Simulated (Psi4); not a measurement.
Psi4 input (wB97X-D/6-31G*):

```
memory 1500 MB

molecule {
1 2
C    -0.99068100    0.19143400   -0.16200000
S     0.56573500   -0.10932000    0.09251100
H    -1.32804100    1.00501400   -0.80207300
H    -1.77962700   -0.40450400    0.29389400
symmetry c1
no_reorient
no_com
}

set {
  basis 6-31G*
  reference uks
  scf_type pk
  dft_radial_points 99
  dft_spherical_points 590
  e_convergence 1e-8
  d_convergence 1e-7
  maxiter 150
}

e = energy('wb97x-d')
print_out(f'\nFINAL {e:.10f} DIPOLE {variable("CURRENT DIPOLE")[0]:.6f} {variable("CURRENT DIPOLE")[1]:.6f} {variable("CURRENT DIPOLE")[2]:.6f}\n')
```

Output:

```
   => Loading Basis Set <=

    Name: 6-31G*
    Role: ORBITAL
    Keyword: BASIS
    atoms 1   entry C          line   111 file 6-31gs.gbs
    atoms 2   entry S          line   316 file 6-31gs.gbs
    atoms 3-4 entry H          line    44 file 6-31gs.gbs

   => WB97X-D: Empirical Dispersion <=

    Chai and Head-Gordon Dispersion Correction
    Chai, J.-D.; Head-Gordon, M. (2010), J. Chem. Phys., 132: 6615-6620

        s6 =       1.000000

         ---------------------------------------------------------
                                   SCF
               by Justin Turney, Rob Parrish, Andy Simmonett
                          and Daniel G. A. Smith
                              UKS Reference
         ---------------------------------------------------------

  ==> Geometry <==

    Molecular point group: c1
    Full point group: C1

    Geometry (in Angstrom), charge = 1, multiplicity = 2:

       Center              X                  Y                   Z               Mass
    ------------   -----------------  -----------------  -----------------  -----------------
         C           -0.990681000000     0.191434000000    -0.162000000000    12.000000000000
         S            0.565735000000    -0.109320000000     0.092511000000    31.972071174400
         H           -1.328041000000     1.005014000000    -0.802073000000     1.007825032230
         H           -1.779627000000    -0.404504000000     0.293894000000     1.007825032230

  Running in c1 symmetry.

  Rotational constants: A =      9.86300  B =      0.58945  C =      0.55621 [cm^-1]
  Rotational constants: A = 295685.44843  B =  17671.15701  C =  16674.62531 [MHz]
  Nuclear repulsion =   44.899107987022639

  Charge       = 1
  Multiplicity = 2
  Electrons    = 23
  Nalpha       = 12
  Nbeta        = 11

  ==> Algorithm <==

  SCF Algorithm Type is PK.
  DIIS enabled.
  MOM disabled.
  Fractional occupation disabled.
  Guess Type is SAD.
  Energy threshold   = 1.00e-08
  Density threshold  = 1.00e-07
  Integral threshold = 1.00e-12

  ==> Primary Basis <==

  Basis Set: 6-31G*
    Blend: 6-31G*
    Number of shells: 18
    Number of basis functions: 38
    Number of Cartesian functions: 38
    Spherical Harmonics?: false
    Max angular momentum: 2

  ==> DFT Potential <==

   => LibXC <=

    Version 7.1.2
    S. Lehtola, C. Steigemann, M. J. T. Oliveira, and M. A. L. Marques,  SoftwareX 7, 1–5 (2018) (10.1016/j.softx.2017.11.002)

   => Composite Functional: WB97X-D <=

    wB97X-D Hyb-GGA Exchange-Correlation Functional

    J.-D. Chai and M. Head-Gordon,  Phys. Chem. Chem. Phys. 10, 6615–6620 (2008) (10.1039/B810189B)

    Deriv               =              1
    GGA                 =           TRUE
    Meta                =          FALSE

    Exchange Hybrid     =           TRUE
    MP2 Hybrid          =          FALSE

   => Exchange-Correlation Functionals <=

    1.0000   wB97X-D range-separated functional

   => Exact (HF) Exchange <=

    0.7780            HF,LR [omega = 0.2000]
    0.2220               HF

   => LibXC Density Thresholds  <==

    XC_HYB_GGA_XC_WB97X_D:  1.00E-14

   => Molecular Quadrature <=

    Radial Scheme          =       TREUTLER
    Pruning Scheme         =           NONE
    Nuclear Scheme         =       TREUTLER

    Blocking Scheme        =         OCTREE
    BS radius alpha        =              1
    Pruning alpha          =              1
    Radial Points          =             99
    Spherical Points       =            590
    Total Points           =         221185
    Total Blocks           =           1650
    Max Points             =            256
    Max Functions          =             38
    Weights Tolerance      =       1.00E-15

  ==> Integral Setup <==

  Using in-core PK algorithm.
   Calculation information:
      Number of atoms:                   4
      Number of AO shells:              18
      Number of primitives:             50
      Number of atomic orbitals:        38
      Number of basis functions:        38

      Integral cutoff                 1.00e-12
      Number of threads:                 1

  Performing in-core PK
  Using 824733 doubles for integral storage.
  We computed 14532 shell quartets total.
  Whereas there are 14706 unique shell quartets.

  Computing range-separated integrals for PK
  We computed 14532 wK shell quartets total.
  Whereas there are 14706 wK unique shell quartets.

  ==> DiskJK: Disk-Based J/K Matrices <==

    J tasked:                  Yes
    K tasked:                  Yes
    wK tasked:                 Yes
    Omega:               2.000E-01
    Schwarz Cutoff:          1E-12


  Cached 100.0% of DFT collocation blocks in 0.218 [GiB].

  Minimum eigenvalue in the overlap matrix is 1.4759909444E-02.
  Reciprocal condition number of the overlap matrix is 2.6573343339E-03.
    Using symmetric orthogonalization.

  ==> Pre-Iterations <==

  SCF Guess: Superposition of Atomic Densities via on-the-fly atomic UHF (no occupation information).

   -------------------------
    Irrep   Nso     Nmo
   -------------------------
     A         38      38
   -------------------------
    Total      38      38
   -------------------------

  ==> Iterations <==

                        Total Energy        Delta E     RMS |[F,P]|

   @UKS iter SAD:  -436.99014504743553   -4.36990e+02   0.00000e+00
   @UKS iter   1:  -437.05724523268583   -6.71002e-02   4.73422e-03 ADIIS/DIIS
   @UKS iter   2:  -437.06630815827191   -9.06293e-03   4.26940e-03 ADIIS/DIIS
   @UKS iter   3:  -437.08044342593780   -1.41353e-02   1.02345e-03 ADIIS/DIIS
   @UKS iter   4:  -437.08194380713519   -1.50038e-03   2.71753e-04 ADIIS/DIIS
   @UKS iter   5:  -437.08216749910247   -2.23692e-04   1.14934e-04 ADIIS/DIIS
   @UKS iter   6:  -437.08224315520226   -7.56561e-05   6.02947e-05 DIIS
   @UKS iter   7:  -437.08227424737606   -3.10922e-05   3.98726e-05 DIIS
   @UKS iter   8:  -437.08229582540605   -2.15780e-05   1.82385e-05 DIIS
   @UKS iter   9:  -437.08230021970428   -4.39430e-06   3.05327e-06 DIIS
   @UKS iter  10:  -437.08230026184947   -4.21452e-08   7.03921e-07 DIIS
   @UKS iter  11:  -437.08230026293108   -1.08162e-09   1.43517e-07 DIIS
   @UKS iter  12:  -437.08230026297917   -4.80895e-11   2.01852e-08 DIIS
  Energy and wave function converged.

  ==> Post-Iterations <==

   Electrons on quadrature grid:
      Nalpha   =   11.9999999533 ; deviation = -4.667e-08
      Nbeta    =   10.9999999581 ; deviation = -4.187e-08
      Ntotal   =   22.9999999115 ; deviation = -8.853e-08

   @Spin Contamination Metric:   1.362974065E-02
   @S^2 Expected:                7.500000000E-01
   @S^2 Observed:                7.636297407E-01
   @S   Expected:                5.000000000E-01
   @S   Observed:                5.000000000E-01

    Orbital Energies [Eh]
    ---------------------

    Alpha Occupied:

       1A    -89.406502     2A    -10.665905     3A     -8.423682
       4A     -6.377448     5A     -6.367866     6A     -6.367311
       7A     -1.227102     8A     -0.998373     9A     -0.846361
      10A     -0.793005    11A     -0.705464    12A     -0.663204

    Alpha Virtual:

      13A     -0.299067    14A     -0.104995    15A     -0.014396
      16A     -0.002887    17A      0.105453    18A      0.195694
      19A      0.201845    20A      0.216559    21A      0.332007
      22A      0.370251    23A      0.399989    24A      0.498512
      25A      0.505026    26A      0.538309    27A      0.669482
      28A      0.679867    29A      0.779767    30A      0.824126
      31A      0.884564    32A      1.421727    33A      1.616911
      34A      1.815606    35A      2.014660    36A      2.069579
      37A      3.677512    38A      3.927040

    Beta Occupied:

       1A    -89.400332     2A    -10.667283     3A     -8.417845
       4A     -6.364029     5A     -6.361983     6A     -6.358736
       7A     -1.203816     8A     -0.973988     9A     -0.825508
      10A     -0.776743    11A     -0.693514

    Beta Virtual:

      12A     -0.369978    13A     -0.299423    14A     -0.093596
      15A     -0.006374    16A     -0.000017    17A      0.111804
      18A      0.200673    19A      0.220169    20A      0.226752
      21A      0.357476    22A      0.376254    23A      0.394626
      24A      0.550112    25A      0.562625    26A      0.569059
      27A      0.673680    28A      0.683851    29A      0.781870
      30A      0.853542    31A      0.901491    32A      1.415078
      33A      1.611819    34A      1.809435    35A      2.020056
      36A      2.069610    37A      3.701653    38A      3.924901

    Final Occupation by Irrep:
              A
    DOCC [    11 ]
    SOCC [     1 ]
    NA   [    12 ]
    NB   [    11 ]

  @UKS Final Energy:  -437.08230026297917

   => Energetics <=

    Nuclear Repulsion Energy =             44.8991079870226386
    One-Electron Energy =                -683.4726453181390298
    Two-Electron Energy =                 224.2136465065025561
    DFT Exchange-Correlation Energy =     -22.7221868326519107
    Empirical Dispersion Energy =          -0.0002226057133578
    VV10 Nonlocal Energy =                  0.0000000000000000
    Total Energy =                       -437.0823002629791745

  UHF NO Occupations:
  HONO-2 :   10  A 1.9989434
  HONO-1 :   11  A 1.9946656
  HONO-0 :   12  A 1.0000000
  LUNO+0 :   13  A 0.0053344
  LUNO+1 :   14  A 0.0010566
  LUNO+2 :   15  A 0.0002684
  LUNO+3 :   16  A 0.0001036

Computation Completed

Properties will be evaluated at   0.000000,   0.000000,   0.000000 [a0]

Properties computed using the SCF density matrix

 Multipole Moments:

 ------------------------------------------------------------------------------------
     Multipole            Electronic (a.u.)      Nuclear  (a.u.)        Total (a.u.)
 ------------------------------------------------------------------------------------

 L = 1.  Multiply by 2.5417464519 to convert [e a0] to [Debye]
 Dipole X            :         -0.7215880            0.0000113           -0.7215767
 Dipole Y            :          0.1394448           -0.0000113            0.1394335
 Dipole Z            :         -0.1179899           -0.0000057           -0.1179956
 Magnitude           :                                                    0.7443370

 ------------------------------------------------------------------------------------

FINAL -437.0823002630 DIPOLE -0.721577 0.139433 -0.117996

*** Psi4 exiting successfully. Buy a developer a beer!
```

The dipole moment of an ion depends on the origin.

The geometry given is a B3LYP-D3(BJ)/def2-TZVP minimum of the species of charge 0 and multiplicity 1, not of this state.
